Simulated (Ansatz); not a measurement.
Molecule: bromo(diethyl)borane, C$_{4}$H$_{10}$BBr, charge 0, multiplicity 1. 
Structure (B3LYP-D3(BJ)/def2-TZVP (Ansatz, a first-principles code) minimum search):
```xyz
16

C      2.5222     0.7222     0.6472
C      1.3664     0.0508     1.3853
B      0.0471    -0.2983     0.6322
Br    -0.0830     0.0005    -1.2901
C     -1.2216    -0.8618     1.3526
C     -2.3485     0.1889     1.4424
H      3.3713     0.8938     1.3111
H      2.8657     0.1095    -0.1872
H      2.2189     1.6852     0.2339
H      1.6994    -0.8979     1.8336
H      1.0683     0.6471     2.2600
H     -0.9603    -1.1956     2.3618
H     -1.6010    -1.7351     0.8134
H     -2.0198     1.0795     1.9826
H     -3.2148    -0.2152     1.9681
H     -2.6703     0.5026     0.4491
```

Parts of the frozen-core correlation energy in cc-pVDZ (Ansatz, hartree). Frozen orbitals: 19; correlated occupied orbitals by spin: 18 and 18; virtual: 110 and 110. No spin-orbit coupling. No relativistic terms.

```tsv
term	value
reference (HF)	-2754.43084
MP2 opposite-spin	-0.59248
MP2 same-spin	-0.18257
CCSD correlation	-0.85097
(T)	-0.02499
T1 diagnostic	0.010
largest doubles amplitude	0.027
```
